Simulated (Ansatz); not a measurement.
Mulliken charges of `[O]B(F)F` radical from PBE/def2-TZVPP in Ansatz (PBE0-D4/def2-TZVP geometry).

```tsv
atom	x (Å)	y (Å)	z (Å)	charge (e)
O1	0.523	0.226	1.211	-0.118
B2	0.007	-0.018	-0.022	0.475
F3	-0.260	-1.257	-0.373	-0.179
F4	-0.215	0.989	-0.837	-0.179
```

By hand: the dipole of these point charges (1 e Å = 4.8032 D).

Σ q r = (0.027, 0.013, 0.063) e Å, of length 0.070 e Å = 0.34 D.

How does the dipole of the full density compare? (Best estimate.)

The calculation gave: (-0.023, -0.011, -0.056) e Å, 0.30 D; the point charges give 1.13 times that, at 179° from its direction, so they point the opposite way.

Point charges leave out the atoms' own dipoles, such as those of lone pairs, and Mulliken's split depends on the basis, so the two needn't agree.
